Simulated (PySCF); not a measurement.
NMR data simulated for an unnamed compound:

¹H NMR (500 MHz, computed): δ 9.35 (s, 1H), 8.61 (s, 1H), 2.46 (m, 1H), 1.34 (m, 2H), 0.92 (m, 2H).

¹³C{¹H} NMR (computed): δ 154.3 (CH), 148.9 (CH), 147.9 (C), 146.9 (C), 16.3 (CH2), 12.2 (CH).

PySCF calculation with σ from GIAO-PBE0/pcSseg-1 and geometry from GFN2-xTB; in vacuum, fast rotation and ring inversion assumed for equivalent nuclei, one computed conformer, relativity neglected.

Scale: ¹H (σ = 31.72 ppm) and ¹³C (σ = 186.93 ppm) vs TMS (reference shieldings calculated alike).

**Question.** Which of these does the molecule contain: a heteroaromatic ring, an S-methyl group, a C≡C triple bond, an OH group, a three-membered ring?

**Answer.** 
- A heteroaromatic ring: yes.
- An S-methyl group: no.
- A C≡C triple bond: no.
- An OH group: no.
- A three-membered ring: yes.

The data belong to SMILES Clc1cnncc1C1CC1, C₇H₇ClN₂; they needn't prove each group on their own.

Carbon signals by region: 4 in the sp2 and nitrile region (100–160 ppm), 2 below 50 ppm.

Carbons that carry Cl, above all several Cl atoms, come out too deshielded, partly because spin–orbit coupling is missing. Shifts are as computed. Against solution values, carbons near 30 ppm lie about +3 ppm off and those near 130 ppm about +5 ppm; carbons on Cl a further +6 ppm. Of 1211 compounds with measured shifts, 218 miss one by over three times the rms of a fit or turn the order of signals round; such compounds aren't used in these exercises. Multiplicities follow the n + 1 count of equivalent neighbours, as no J values were calculated; m marks all less simple cases, F and P coupling included.
